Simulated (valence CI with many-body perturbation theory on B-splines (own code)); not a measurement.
The numbers below are computed, except where a source is named.
Os³⁵⁺: magnetic and hyperfine properties of the levels

Level of theory: relativistic CI+MBPT: five valence electrons over a frozen Dirac-Fock core [Kr], a basis of 7 s, 7 p, 8 d, 6 f, 4 g, 1 h functions for each j, with the one-electron correlation potential Σ1, the two-electron term Σ2, the three-electron term Σ3, Breit, model QED; selected CI, second order for the rest, scaled by the run's own slope (own B-spline code, finite nucleus).

The last digits are not significant, and no measured levels were compared; by estimate large intervals hold to a few tenths of a per cent, small ones and those within an open d or f shell to about a per cent. The list stops below the first excitations out of the core.

A/g_I is the dipole constant over the nuclear g factor μ/I (μ in nuclear magnetons, uniformly magnetised nucleus), B/Q the quadrupole constant per barn. Both hold the static response of the core; the bare values leave it out. Large factors of s and p1/2 electrons are usually good to 5 to 10 %; those of open d and f shells near neutrality can be off by tens of per cent, and small factors of p3/2, d and f electrons come from cancelling terms and can be off by a factor of two or in sign, in half-filled shells by more. B is blank for J = 1/2, where it vanishes, and for nearly pure S terms. Energies count from the lowest level.

Levels are named by their leading jj configuration (3d3/2^4 stands for four electrons in 3d with j = 3/2), which in mixed levels can hold well under half, so a name can repeat and another be missing. Letters in brackets count levels of one name in rising energy.

| Level | E (cm⁻¹) | g | A/g_I (MHz) | A/g_I bare | B/Q (MHz/b) | B/Q bare |
| --- | --- | --- | --- | --- | --- | --- |
| (4d3/2^4 4d5/2) J=5/2 | 0 | 1.343 | 8710 | 9400 | 17900 | 17200 |
| (4d3/2^3 4d5/2^2) J=5/2 [a] | 122940 | 1.340 | 5380 | 6070 | 7900 | 7570 |
| (4d3/2^3 4d5/2^2) J=7/2 [a] | 161670 | 1.164 | 11600 | 11800 | 22600 | 21800 |
| (4d3/2^3 4d5/2^2) J=3/2 [a] | 165970 | 1.183 | 14500 | 14700 | 17600 | 17000 |
| (4d3/2^3 4d5/2^2) J=11/2 | 169760 | 1.114 | 15100 | 15200 | -934 | -1010 |
| (4d3/2^3 4d5/2^2) J=9/2 | 182850 | 1.142 | 13400 | 13600 | 21400 | 20600 |
| (4d3/2^3 4d5/2^2) J=5/2 [b] | 191860 | 1.137 | 14000 | 14100 | -183 | -148 |
| (4d3/2^3 4d5/2^2) J=1/2 | 199780 | 1.803 | -8810 | -6830 |  |  |
| (4d3/2^3 4d5/2^2) J=7/2 [b] | 207260 | 1.082 | 16600 | 16600 | -23800 | -22900 |
| (4d3/2^3 4d5/2^2) J=3/2 [b] | 254670 | 0.789 | 26900 | 26100 | -21600 | -20800 |
| (4d3/2^2 4d5/2^3) J=5/2 [a] | 283350 | 1.287 | 4800 | 5350 | 1330 | 1290 |
| (4d3/2^2 4d5/2^3) J=7/2 [a] | 308580 | 1.216 | 9880 | 10200 | -1560 | -1510 |
| (4d3/2^2 4d5/2^3) J=11/2 | 313970 | 1.089 | 14900 | 14900 | 523 | 519 |
| (4d3/2^2 4d5/2^3) J=9/2 [a] | 318950 | 1.146 | 12800 | 12900 | -2790 | -2700 |
| (4d3/2^2 4d5/2^3) J=1/2 [a] | 328080 | 0.509 | 41400 | 39800 |  |  |
| (4d3/2^2 4d5/2^3) J=13/2 | 332960 | 1.073 | 16000 | 16000 | -6.25 | 7.29 |
| (4d3/2^2 4d5/2^3) J=3/2 [a] | 335420 | 1.181 | 12400 | 12600 | 679 | 637 |
| (4d3/2^2 4d5/2^3) J=5/2 [b] | 338940 | 1.019 | 17900 | 17700 | -3040 | -2910 |
| (4d3/2^2 4d5/2^3) J=9/2 [b] | 358700 | 1.108 | 14500 | 14500 | 838 | 810 |
| (4d3/2^2 4d5/2^3) J=7/2 [b] | 364510 | 0.988 | 19700 | 19400 | -1120 | -1080 |
| (4d3/2^2 4d5/2^3) J=5/2 [c] | 368730 | 1.049 | 16700 | 16500 | 2950 | 2810 |
| (4d3/2^2 4d5/2^3) J=3/2 [b] | 372540 | 0.850 | 24700 | 24000 | 1860 | 1820 |
| (4d3/2^2 4d5/2^3) J=1/2 [b] | 388850 | 1.787 | -10700 | -8740 |  |  |
| (4d3/2^2 4d5/2^3) J=7/2 [c] | 391250 | 1.041 | 17800 | 17600 | 1380 | 1330 |
| (4d3/2^2 4d5/2^3) J=9/2 [c] | 416860 | 1.105 | 14600 | 14600 | 9150 | 8850 |
| (4d3/2^2 4d5/2^3) J=3/2 [c] | 461310 | 1.189 | 11600 | 11900 | -7170 | -6940 |
| (4d3/2 4d5/2^4) J=5/2 [a] | 465060 | 1.275 | 9250 | 9760 | -2920 | -2790 |
| (4d3/2 4d5/2^4) J=5/2 [b] | 477370 | 1.134 | 9080 | 9210 | 402 | 433 |
| (4d3/2 4d5/2^4) J=7/2 [a] | 499170 | 1.190 | 11000 | 11300 | -26400 | -25400 |
| (4d3/2 4d5/2^4) J=11/2 | 508160 | 1.072 | 15600 | 15500 | 531 | 639 |
| (4d3/2 4d5/2^4) J=3/2 [a] | 508620 | 0.973 | 16900 | 16600 | -18800 | -18100 |
| (4d3/2 4d5/2^4) J=9/2 | 528370 | 1.115 | 13700 | 13800 | -28500 | -27500 |
| (4d3/2 4d5/2^4) J=5/2 [c] | 541790 | 1.112 | 14000 | 14000 | 3900 | 3760 |
| (4d3/2 4d5/2^4) J=7/2 [b] | 551400 | 1.005 | 17800 | 17600 | 28900 | 27900 |
| (4d3/2 4d5/2^4) J=1/2 | 575440 | 1.221 | -3350 | -2960 |  |  |
| (4d3/2 4d5/2^4) J=3/2 [b] | 624930 | 0.870 | 26100 | 25500 | 27400 | 26500 |
| (4d5/2^5) J=5/2 | 688910 | 1.153 | 11000 | 11100 | -28200 | -27100 |

(1) Take the isotope of mass number 189, with I = 3/2, μ = 0.6576 μN and Q = 0.86 b. What is the hyperfine structure of (4d3/2^3 4d5/2^2) J=9/2?

Answers

(1) From the table A = 5890 MHz, B = 18400 MHz. Shifts from the centre of gravity in MHz: F = 3: -40200, F = 4: -28900, F = 5: -3250, F = 6: 44400.
